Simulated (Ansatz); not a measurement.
The cluster K₃H₃. Charge 0, multiplicity 1. Geometry PBE-D4/def2-TZVP.

```csv
atom,x (Å),y (Å),z (Å)
K1,0.2911,-0.5608,-1.2087
K2,1.0508,0.5788,2.4358
K3,4.3977,-1.4150,0.2570
H4,-2.3232,0.4903,-0.7923
H5,-2.6916,0.3612,-1.4515
H6,-0.7248,0.5454,0.7596
```

The restricted singlet is unstable towards broken spin symmetry at other levels; at PBE-D4/def2-TZVP, BLYP-D4/def2-TZVP, r2SCAN-D4/def2-TZVP, PBE0-D4/def2-TZVP this wasn't settled. In the singlet, H4 and H5 lie 0.77 Å apart (atoms count from 1), so H2 has formed as a molecule. The geometry of the singlet was relaxed on an unsound state (restricted singlet, unstable towards broken spin symmetry at other levels and untested here). Another isomer (singlet) lies 0.30 eV lower at PBE0-D4/def2-TZVP; other spin states weren't run for this one.

Question: Estimate the orbital energies around the gap (eV) in Ansatz with PBE-D4/def2-TZVP, BLYP-D4/def2-TZVP, r2SCAN-D4/def2-TZVP, PBE0-D4/def2-TZVP.

Answer: 
```tsv
orbital	PBE-D4/def2-TZVP	BLYP-D4/def2-TZVP	r2SCAN-D4/def2-TZVP	PBE0-D4/def2-TZVP
HOMO−5	-18.03	-17.85	-18.67	-20.03
HOMO−4	-18.02	-17.85	-18.67	-20.03
HOMO−3	-18.01	-17.84	-18.65	-20.02
HOMO−2	-9.99	-9.97	-10.47	-11.61
HOMO−1	-4.02	-3.92	-4.17	-5.04
HOMO	-2.40	-2.27	-2.35	-2.78
LUMO	-1.54	-1.48	-1.28	-1.10
LUMO+1	-1.18	-1.14	-0.90	-0.74
LUMO+2	-0.80	-0.60	-0.68	-0.33
LUMO+3	-0.47	-0.38	-0.15	-0.04
LUMO+4	-0.24	-0.12	0.16	0.26
LUMO+5	0.25	0.36	0.57	0.77
```
